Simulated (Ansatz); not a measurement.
CH$_{6}$O$_{2}$SiZn, SMILES `C[O][Zn][O][SiH3]`, one more setting.

```yaml
crystal:
  periodic: [false, false, false]
  atoms:
    - {symbol: C, position_ang: [-0.563988, 2.432564, -1.445328]}
    - {symbol: O, position_ang: [-1.315641, 1.536128, -0.672177]}
    - {symbol: Zn, position_ang: [-0.670239, 0.201921, 0.275455]}
    - {symbol: O, position_ang: [-0.202449, -1.135447, 1.311071]}
    - {symbol: Si, position_ang: [0.736776, -2.458002, 1.367712]}
    - {symbol: H, position_ang: [-0.012793, 1.936732, -2.255018]}
    - {symbol: H, position_ang: [0.157321, 3.007268, -0.849588]}
    - {symbol: H, position_ang: [-1.252435, 3.147965, -1.906980]}
    - {symbol: H, position_ang: [0.309733, -3.316665, 2.504119]}
    - {symbol: H, position_ang: [2.170623, -2.096284, 1.560769]}
    - {symbol: H, position_ang: [0.643101, -3.256180, 0.109965]}
basis:
  gaussian: {orbitals: cc-pVTZ-DK, fitting: {mean_field: def2-universal-jkfit}}
total_charge: -1
magnetization: {spin_polarized: true, initial_magnetization: 1}
hamiltonian: {xc: {name: SPW92}}
```

```sh
$ ansatz run in.yaml --threads 2 --pin off --events-out ev --progress --plain --max-ram 22528MiB --backend cuda --devices 0, --max-vram 18GiB
```

It prints (some lines left out):

```
Functional definition: SPW92
729 factors; integrals over basis functions are off by at most 1.1e0 eV
mean field evaluation 1: about -61833.7714 eV, gradient 6.8e1 eV
mean field evaluation 2: about -61753.2965 eV, gradient 1.9e2 eV
mean field evaluation 4: about -61843.8623 eV, gradient 2.8e1 eV
mean field evaluation 8: about -61846.4330 eV, gradient 3.1e-1 eV
mean field evaluation 16: about -61846.4312 eV, gradient 2.9e-4 eV
mean field -61846.43119788 eV, -2272.8144255055 hartree, gradient 5.0e-5 eV, S^2 0.750417; 3 other end points of the search recorded, 0 dependent functions left out
reference -61846.43124863 eV, -2272.8144273705 hartree; 37, 36 occupied and 239, 240 virtual orbitals, 729 factors
Total energy: -61846.43124863 eV, -2272.8144273705 hartree
Relativity: scalar
```

It took 2.9 s on 2 threads of an AMD EPYC 7R13 on a shared host and a share of an NVIDIA H100 80 GB, with 0.82 GiB of host memory at the peak.
